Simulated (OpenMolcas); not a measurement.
## Pd I: CASPT2 settings compared

- Program: OpenMolcas
- Basis: ANO-RCC-VDZP [6s5p3d1f]
- Scalar Hamiltonian: X2C, point nucleus
- Active space: 10 electrons in 6 orbitals (4d 5s)
- State averaging: 2S+1 = 3 even, 15 roots; 2S+1 = 1 even, 20 roots kept (CI in the orbitals of an earlier block)
- Spin-orbit coupling: state interaction with AMFI integrals over the reference wave functions, term energies averaged over their components

Methods on the same reference wave functions:
A. CASSCF
B. SS-CASPT2, IPEA 0 Eh, sigma1 regulariser 0.2 Eh (closed shells correlated: none)
C. SS-CASPT2, IPEA 0.15 Eh, no level shift (closed shells correlated: 4s 4p)
D. SS-CASPT2, IPEA 0 Eh, sigma2 regulariser 0.2 Eh (closed shells correlated: 4s 4p)
E. MS-CASPT2, IPEA 0 Eh, sigma2 regulariser 0.2 Eh (closed shells correlated: 4s 4p)
F. MS-CASPT2, IPEA 0 Eh, sigma1 regulariser 0.2 Eh (closed shells correlated: none)

Energies in cm⁻¹ above 4d¹⁰ ¹S₀, the measured ground level; measured values from NIST Handbook of Basic Atomic Spectroscopic Data.

```
            Level       A      B      C      D      E      F  Measured
       4d⁹ 5s ³D₃  -25887  15850  11010  11460  11460  15850      6564
4d⁹ 5s ³D₂ [74 %]  -24478  17040  12210  12660  12640  17000      7755
       4d⁹ 5s ³D₁  -22216  19520  14690  15130  15130  19520     10094
4d⁹ 5s ¹D₂ [74 %]  -19724  21160  16330  16790  16760  21100     11722
      4d⁸ 5s² ³F₄  -11417  37500  28860  28870  28870  37500     25101
      4d⁸ 5s² ³F₃   -8372  40550  31910  31920  31920  40550     28214
      4d⁸ 5s² ³F₂   -6691  42100  33400  33390  33380  42090     29711
         4d¹⁰ ¹S₀     0.0    0.0    0.0    0.0    0.0    0.0       0.0
```

A puts 4d⁹ 5s ³D₃ lowest.

Deviations, from unrounded energies. A percentage is the sum of absolute deviations over the sum of measured energies, with the sign that they share, or ± where signs differ.

```
           Against measurement  Levels       A      B      C      D      E      F
mean absolute deviation (cm-1)       7   34000  11000   4200   4400   4400  11000
      other configurations (%)       7  -199.7  +62.6  +24.5  +26.1  +26.0  +62.5
```

C lies closest to measurement on these levels and A furthest from it. The largest miss of C in the table is 4d⁹ 5s ¹D₂ [74 %], by +4600 cm-1. The ranking rests on the paired levels alone, and a cruder setting can come out closer through cancelling errors.

Among B to F the level of the table that moves most is 4d⁸ 5s² ³F₂, by 8700 cm-1 (lowest in E, highest in B). Moves below CASPT2's spread within the term are not significant.

The two smallest mean deviations differ by little beside CASPT2's spread within terms, so their order carries little weight.

The lowest spin-free term lies below A's lowest term by 0.374 hartree in B, 0.517 hartree in C, 0.522 hartree in D, 0.522 hartree in E, 0.374 hartree in F.

CASPT2 does not keep the components of a term degenerate, so their means are used; among the terms shown or strongly mixed into the levels shown the widest spread is 880 cm-1 (4d⁸ 5s² ³F, E). Over all roots computed the reference weight is 0.81 to 0.91 in B, 0.81 to 0.89 in C, 0.80 to 0.89 in D, 0.80 to 0.89 in E, 0.81 to 0.91 in F; the roots of lowest weight are the least certain, and an intruder state may touch them. Terms from blocks run as CI alone lack orbitals of their own. A single d shell beside an s shell can misplace configurations of different d count against each other. Without dynamic correlation excited terms often stand tens of per cent too high (terms of higher spin than the ground term too low), and those without a measured partner can miss by more than the paired ones (holds for A). The lowest computed level is not the ground level that NIST lists (1S0) (holds for A). Computed and measured levels are paired by configuration, term and J; levels that our copy of the source lacks, or whose pairing is in doubt (as where it misses far off the trend of its configuration), stay unpaired and out of the deviations. Where the source uses jj or jK labels, the order within each J decides. Levels of configurations outside the active space are missing. The table leaves out levels that lie high or whose names do not pair safely across all columns.

A share in square brackets marks a mixed level and gives the weight of the term that names it, the lowest over the columns.
